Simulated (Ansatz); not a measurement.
Computed with Ansatz on PBE0-D4/def2-TZVP structures; ΔE is electronic, products minus reactants. CCSD(T)/CBS adds triple-zeta CCSD(T) − MP2 to the extrapolated MP2 energy (def2 sets, frozen cores). This one scheme is used for every species. Functionals use def2-TZVPP. B3LYP here is the variant with VWN-RPA as its local correlation; programs differ in this. HSE06 is defined as in plane-wave codes. Elements past krypton have def2 core potentials. For Zr outer-core shells are correlated without core-valence functions, which leaves a few kJ/mol of doubt a bond. Each species was taken in one conformer, which may not be the lowest.

Reaction (formal hydrolysis of a Zr–F bond): `[CH3][Zr]([F])([F])[F]` + H₂O → `[CH3][Zr]([OH])([F])[F]` + H–F

`[CH3][Zr]([F])([F])[F]`:

Z-matrix (Å, degrees):
```
C
Zr 1 2.203
H 1 1.096 2 111.1
H 1 1.096 2 111.1 3 -120.0
H 1 1.096 2 111.1 3 120.0
F 2 1.899 1 106.5 3 179.9
F 2 1.899 1 106.5 3 -60.1
F 2 1.899 1 106.5 3 59.9
```

H₂O:

Z-matrix (Å, degrees):
```
O
H 1 0.960
H 1 0.960 2 105.1
```

`[CH3][Zr]([OH])([F])[F]`:

```xyz
9

C     1.005    0.863    0.490
Zr   -0.863   -0.173   -0.093
O    -0.315   -1.752   -1.008
F    -1.805   -0.547    1.524
F    -1.826    1.033   -1.215
H     1.609    1.119   -0.388
H     1.620    0.236    1.146
H     0.782    1.792    1.026
H    -0.207   -2.572   -1.482
```

H–F:

```xyz
2

F    -0.391   -0.212    0.119
H     0.391    0.212   -0.119
```

| level | ΔE (kcal/mol) | difference from CCSD(T)/CBS |
| --- | --- | --- |
| LDA (SPW92) | 10.4 | 0.4 |
| PBE-D4 | 12.0 | 2.0 |
| revPBE-D4 | 12.2 | 2.2 |
| BLYP-D4 | 12.0 | 2.0 |
| r2SCAN-D4 | 12.3 | 2.3 |
| B97M-V | 12.8 | 2.8 |
| PBE0-D4 | 11.2 | 1.2 |
| r2SCANh-D4 | 11.8 | 1.8 |
| HSE06-D4 | 11.2 | 1.2 |
| BHLYP-D4 | 10.7 | 0.7 |
| CAM-B3LYP-D4 | 11.3 | 1.3 |
| ωB97M-V | 11.3 | 1.3 |
| B2PLYP | 11.2 | 1.2 |
| PBE-QIDH | 10.4 | 0.4 |
| PBE | 12.4 | 2.4 |
| revPBE | 13.1 | 3.1 |
| BLYP | 12.9 | 2.9 |
| r2SCAN | 12.4 | 2.4 |
| PBE0 | 11.6 | 1.6 |
| B3LYP | 12.0 | 2.0 |
| r2SCANh | 12.0 | 2.0 |
| r2SCAN0 | 11.4 | 1.4 |
| HSE06 | 11.6 | 1.6 |
| LC-ωPBE | 12.1 | 2.1 |
| RPA@PBE/def2-TZVPP | 10.5 | 0.5 |
| HF/def2-SVP | 10.4 | 0.4 |
| MP2/def2-SVP | 9.4 | -0.6 |
| CCSD/def2-SVP | 9.9 | -0.1 |
| CCSD(T)/def2-SVP | 9.9 | -0.1 |
| HF/def2-TZVPP | 11.3 | 1.3 |
| MP2/def2-TZVPP | 9.2 | -0.8 |
| SCS-MP2/def2-TZVPP | 9.8 | -0.2 |
| CCSD/def2-TZVPP | 10.0 | 0.0 |
| CCSD(T)/def2-TZVPP | 9.9 | -0.1 |
| HF/def2-QZVPP | 11.7 | 1.7 |
| MP2/def2-QZVPP | 9.4 | -0.6 |
| SCS-MP2/def2-QZVPP | 10.0 | 0.0 |
| HF/CBS(def2) | 11.7 | 1.7 |
| MP2/CBS(def2) | 9.3 | -0.7 |
| CCSD/CBS(def2) | 10.1 | 0.1 |
| CCSD(T)/CBS | 10.0 | 0 |

(1) What do rigid-rotor, harmonic-oscillator terms from PBE0-D4/def2-TZVP frequencies (298.15 K, 1 bar) make of the CCSD(T)/CBS value? (An estimate is asked.)

Largest T1 diagnostic among the species: 0.017.

Answers

(1) Ansatz gave: ΔZPE = -1.0 kcal/mol, ΔH = +9.3 kcal/mol, ΔS = 6 J/(mol·K), ΔG = +8.8 kcal/mol.

From BLYP to BHLYP (50 % exact exchange), in def2-TZVPP and without D4, ΔE moves by −1.5 kcal/mol. Leaving LDA and LC-ωPBE aside and taking each functional with its dispersion term where it has one, the values spread over 2.4 kcal/mol, from PBE-QIDH to B97M-V. LDA lies −2.0 kcal/mol from PBE without D4.
